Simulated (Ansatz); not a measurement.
Species: P$_{2}$H$_{4}$, net charge 0, singlet state. 
Structure (B3LYP-D3(BJ)/def2-TZVP (Ansatz, a first-principles code) minimum search):
```
P
H 1 1.4206
H 1 1.4206 2 92.33
P 1 2.2503 2 93.65 3 -93.89
H 4 1.4206 1 93.65 2 -86.71
H 4 1.4206 5 92.33 1 93.89
```
Charge 0, spin multiplicity 1.

Property: vertical triplet-singlet gap (E(triplet) - E(singlet); each state is the SCF solution reached for its spin), in kcal/mol. Cores are frozen in the correlated levels unless marked. UHF or UKS for open shells. Spin-orbit coupling is left out. Non-relativistic. CBS marks a two-point X^-3 extrapolation of the correlation energy; Hartree-Fock from the larger set. The bracket is a focal-point correction in the basis named.

```csv
level,program,vertical triplet-singlet gap (kcal/mol),minus last row
HF/def2-TZVPPD,Ansatz,95.7,-6.9
MP2/aug-cc-pV(D+d)Z,Ansatz,101.7,-0.9
RI-MP2/aug-cc-pV(Q+d)Z,Ansatz,102.8,0.2
SCS-MP2/def2-TZVPPD,Ansatz,105.4,2.8
CCSD/def2-SVPD,Ansatz,103.5,0.9
CCSD(T)/aug-cc-pV(T+d)Z,Ansatz,101.6,-1.0
"RI-MP2/CBS(aug-cc-pV(T+d)Z,aug-cc-pV(Q+d)Z)+[CCSD(T)-MP2]/aug-cc-pV(T+d)Z",Ansatz,102.6,0.0
```
